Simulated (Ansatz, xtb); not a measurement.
## GaH2OS+: which of two structures lies lower

Structure I: a singlet given by its coordinates. Structure II: a singlet given by its coordinates. Both are isolated ions in the gas phase, relaxed with PBE0-D3(BJ)/def2-SVP.

I (Å):

```xyz
5

Ga   -0.2319    0.0879    0.2828
O     0.9201   -0.5473    1.3717
S    -1.7918    0.9473   -0.8677
H     1.5722   -1.2190    1.1177
H    -0.9780    1.9586   -1.2768
```

Close contacts (Å): Ga1–O2 1.71, Ga1–S3 2.12, O2–H4 0.97, S3–H5 1.36.

II (Å):

```csv
atom,x (Å),y (Å),z (Å)
Ga,-2.5420,1.9374,1.2199
O,-1.1151,0.4850,0.3230
S,0.1166,0.6575,1.4888
H,-0.1848,-0.4565,2.2068
H,-0.8156,0.0176,-0.4782
```

Close contacts (Å): Ga1–O2 2.22, O2–S3 1.70, O2–H5 0.97, S3–H4 1.36.

Problem. Estimate E(II) − E(I) at the level CCSD(T)/def2-TZVPP.

Solution. Calculated at CCSD(T)/def2-TZVPP: E(II) − E(I) = +0.821 eV, so structure I lies lower.

How the difference moves with the method:

| level | geometry | E(II) − E(I) (eV) | departure from the last row (eV) | job, with rough time for the two |
| --- | --- | --- | --- | --- |
| PBE0-D3(BJ)/def2-SVP | PBE0-D3(BJ)/def2-SVP | +0.601 | −0.219 | optimisation, 35 s |
| HF/def2-TZVPP | PBE0-D3(BJ)/def2-SVP | +0.701 | −0.119 | part of the CCSD(T) run |
| MP2/def2-TZVPP | PBE0-D3(BJ)/def2-SVP | +1.044 | +0.223 | part of the CCSD(T) run |
| CCSD(T)/def2-TZVPP | PBE0-D3(BJ)/def2-SVP | +0.821 |  | single point, 50 s |

None of the levels shown reverses the order. The largest departure from CCSD(T)/def2-TZVPP is that of MP2/def2-TZVPP, 0.223 eV. Levels run at GFN2-xTB geometries aren't shown.

With harmonic frequencies from PBE0-D3(BJ)/def2-SVP (ideal gas, rigid rotor, one conformer each, 298.15 K, 1 atm): the zero-point term adds +0.045 eV; ΔH is +0.856 and ΔG +0.839 eV.

The correlated steps freeze 15 core orbitals; the filled d shell of Ga is correlated, in a basis made for valence electrons. Run with Ansatz 0.2.0; the last row on 1 thread of Intel(R) Xeon(R) Platinum 8375C CPU @ 2.90GHz (Ice Lake) on a shared host.
